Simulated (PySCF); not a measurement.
O2Ti, charge -1, multiplicity 2. Atoms are numbered in the order given.

```xyz
3

Ti     0.0000     0.0000     0.3990
O      0.0000     1.3906    -0.5487
O      0.0000    -1.3906    -0.5487
```
Charge -1, spin multiplicity 2.

Geometry optimised at PBE-D3(BJ)/def2-TZVPD. The spin state was assumed, not searched. The isomer is the one that the SMILES or the coordinates give; other isomers of the formula were not compared.

Calculation: PBE-D3(BJ)/def2-TZVPD (PySCF).

Frequencies are harmonic and unscaled.

Computed vibrational spectrum:
```
mode  ν (cm⁻¹)  IR (km/mol)  moving atoms (share of kinetic energy)
----  --------  -----------  --------------------------------------
1          319          0.5                         O 81 %, Ti 19 %
2          886        280.7                         O 69 %, Ti 31 %
3          924        164.3                         O 79 %, Ti 21 %
```
